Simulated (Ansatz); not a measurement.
Abridged output of a molecular run in Ansatz:

```
Functional definition: HF
1825 factors; integrals over basis functions are off by at most 1.2e-3 eV
mean field evaluation 1: about -131055.8401 eV, gradient 3.1e1 eV
mean field evaluation 2: about -131055.9128 eV, gradient 3.1e1 eV
mean field evaluation 4: about -131059.1212 eV, gradient 4.2e0 eV
mean field evaluation 8: about -131059.1779 eV, gradient 2.7e-1 eV
mean field -131059.17831226 eV, -4816.3359678739 hartree, gradient 1.3e-6 eV, S^2 0.000000; 0 other end points of the search recorded, 0 dependent functions left out
27 core orbitals not correlated: weight in the atoms' cores, before any rotation towards them, 1.000 or more for the frozen orbitals, at most 0.000 for the correlated occupied ones
reference -131059.17831226 eV, -4816.3359678739 hartree; 30, 30 occupied and 126, 126 virtual orbitals, 1825 factors
second order -30.32626118 eV of doubles, -0.00000000 eV of singles
cycle   1  -30.65118513 eV  change   -3.2e-1 eV  update   1.4e-1
cycle   2  -31.61534943 eV  change   -9.6e-1 eV  update   4.3e-2
cycle   3  -31.79972718 eV  change   -1.8e-1 eV  update   2.1e-2
cycle   4  -31.78524943 eV  change    1.4e-2 eV  update   5.3e-3
cycle   5  -31.78285945 eV  change    2.4e-3 eV  update   2.4e-3
cycle   6  -31.78342476 eV  change   -5.7e-4 eV  update   7.0e-4
cycle   7  -31.78298203 eV  change    4.4e-4 eV  update   2.5e-4
cycle   8  -31.78291727 eV  change    6.5e-5 eV  update   9.2e-5
cycle   9  -31.78298572 eV  change   -6.8e-5 eV  update   3.9e-5
perturbative correction -1.02410723 eV, -0.0376352466 hartree
Total energy: -131091.98540522 eV, -4817.5416063025 hartree
```

Its atoms:

Cartesian coordinates in Å:
```
B 1.068 0.560 1.184
C 0.850 1.093 -0.304
F -0.171 1.929 -0.498
C 1.511 0.705 -1.430
Ga 0.190 -1.169 -1.340
Se -0.006 -1.288 1.154
Si -2.164 -0.516 1.297
H 2.201 0.203 1.371
H 0.582 1.261 2.029
H 2.454 0.187 -1.311
H 1.280 1.155 -2.391
H 1.210 -2.238 -1.836
H -1.188 -0.750 -1.945
H -2.404 -0.160 2.716
H -2.358 0.657 0.417
H -3.055 -1.629 0.885
```

(1) Which basis set was used?
A. cc-pV(T+d)Z
B. cc-pV(Q+d)Z
C. def2-SVP
D. def2-TZVPP

(2) Write the keys of the input that set method, charge and spin (a neutral closed shell needs none for the last two).

Results:

(1) C. It gives 183 functions.

(2) 
```yaml
correlation: {method: ccsd_t}
```
